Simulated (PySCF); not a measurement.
C₃H₄BCl, SMILES C#CB(C)Cl. Atoms are numbered in the order given.

```xyz
9

B      0.2446    -0.1485     0.2073
C     -1.0494    -0.9004    -0.0826
C     -2.0752    -1.5207    -0.2981
H     -2.9843    -2.0616    -0.4933
Cl     0.4151     1.4641    -0.4860
C      1.3988    -0.7753     1.0488
H      2.1662    -0.0517     1.3540
H      1.8850    -1.5480     0.4247
H      1.0083    -1.3069     1.9307
```
Charge 0, spin multiplicity 1.

The structure is a stationary point at PBE0-D3(BJ)/def2-SVP. The structure was generated by enumeration, and PubChem lists no compound with its InChIKey, so it may never have been made.

Calculation: HF/def2-TZVP (PySCF).

The molecule is in vacuum.

Computed frontier levels, gap, dipole moment and polarisability:
```
Quantity                                                                                                        Value
---------------------------------------------------------------------------------------------  ----------------------
highest occupied level                                                                                      -11.03 eV
lowest empty level                                                                                            1.79 eV
orbital gap                                                                                                  12.81 eV
dipole moment                                                                                                  1.78 D
quadrupole, principal values (traceless, Buckingham form, about the centre of nuclear charge)  -4.68, -2.77, 7.45 D·Å
mean static polarisability                                                                       56.1 bohr³ (8.31 Å³)
polarisability, principal values                                                               39.8, 52.5, 76.0 bohr³
```
